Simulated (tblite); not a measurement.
Run record: tight-binding relaxation, `CC#CCS[SiH3]`.

Computed with GFN2-xTB geometry optimisation, gas phase (tblite 0.8.0). Start geometry: from a force field or distance geometry. The input is one job of a driver script: a line of settings, then coordinates in Å.

Command:
```bash
OMP_NUM_THREADS=1 python probes_run.py task.json out
```

Input:
```
{"job": {"kind": "relax", "xc": "GFN2-xTB", "basis": "xTB"}, "charge": 0, "multiplicity": 1}
C     -2.667400    -0.270600     1.020000
C     -1.621800     0.364000     0.181800
C     -0.756900     0.871600    -0.486000
C      0.256100     1.510300    -1.334400
S      1.735000     1.670000    -0.321900
Si     2.679700    -0.152400     0.198100
H     -2.766400    -1.367100     0.800100
H     -2.361400    -0.136000     2.065900
H     -3.638400     0.181800     0.756000
H     -0.097100     2.527500    -1.612300
H      0.449000     0.893200    -2.245900
H      2.936100    -1.009600    -0.985600
H      1.800200    -0.859300     1.176100
H      4.052600     0.056300     0.765900
```

Q: Estimate the output.

A: 
```
step      E/eV     max force
  0    -478.00402    1.713
  1    -478.15128    1.021
  2    -478.20461    3.616
  3    -478.23624    2.221
  4    -478.27736    0.500
  5    -478.29141    0.292
  6    -478.31745    0.752
  7    -478.32645    0.518
  8    -478.33438    0.304
  9    -478.34259    0.506
... (74 lines left out)
 84    -478.40591    0.013
 85    -478.40593    0.023
 86    -478.40596    0.033
 87    -478.40601    0.032
 88    -478.40604    0.017
 89    -478.40606    0.010
 90    -478.40608    0.017
 91    -478.40610    0.024
 92    -478.40612    0.019
 93    -478.40612    0.007
```

«max force» is the largest atomic force in eV/Å.

Q: From which step on does the largest force stay under 0.1 eV/Å, and how much energy is left to gain from there?

A: From step 29 (0.067 eV/Å), 7.6 meV above the end.

Summary of the converged run: energy lowered by 9.3 kcal/mol over 93 steps; largest atomic force 0.007 eV/Å at the end.

Q: Give the final coordinates.

A: 0.218 Å rms from the input after alignment:
```
atom  x, y, z in Å
C1    -2.5156   -0.2993    1.0256
C2    -1.5096    0.3241    0.1953
C3    -0.7018    0.8435   -0.5238
C4     0.3259    1.4669   -1.3130
S5     1.8444    1.8227   -0.3213
Si6    2.4663   -0.1591    0.1866
H7    -2.5683   -1.3674    0.8153
H8    -2.2661   -0.1564    2.0768
H9    -3.4898    0.1488    0.8312
H10   -0.0020    2.4396   -1.6813
H11    0.6196    0.8351   -2.1529
H12    2.6326   -0.8987   -1.0614
H13    1.4446   -0.7836    1.0163
H14    3.7192    0.0634    0.8845
```

Hardware: one thread, Arm Neoverse N1 (aarch64), no GPU, shared host. Cost: 0.93 s.
Labels such as C1 count atoms from 1, the log's own numbers from 0.
